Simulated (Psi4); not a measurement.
ClGa, triplet, geometry from GFN2-xTB (such geometries of metal compounds can be far from the true shape) (the spin is typed, not shown lowest), atoms displaced at random by about 0.02 Å a coordinate. Base run: B3LYP/pcseg-1 (Psi4).

Input for Psi4:
```
memory 2 GB

molecule {
0 3
  Ga   -0.00627853    0.03771413   -0.79684814
  Cl    0.04185189    0.01946863    1.43335106
}

set basis pcseg-1
set reference uks

optimize('b3lyp')
print_variables()
```

Each row names what was changed in the base input (with any setting that the change needs).

| change | ΔE vs base (µEh) | optimiser steps | core-seconds (rough) |
|---|---|---|---|
| base | 0.0 | 3 | 20 |
| intrafrag_hess = fischer | 0.0 | 3 | 10 |
| hess_update = bofill | 0.0 | 3 | 10 |
| opt_coordinates = cartesian | 0.0 | 3 | 10 |
| step_type = sd | 0.0 | 3 | 10 |
| intrafrag_hess = lindh | 0.0 | 3 | 20 |
| hess_update = none | 0.1 | 4 | 20 |

Open shells are given as the SCF converged; they aren't shown to be the lowest states, and a large step between rows can be another state.
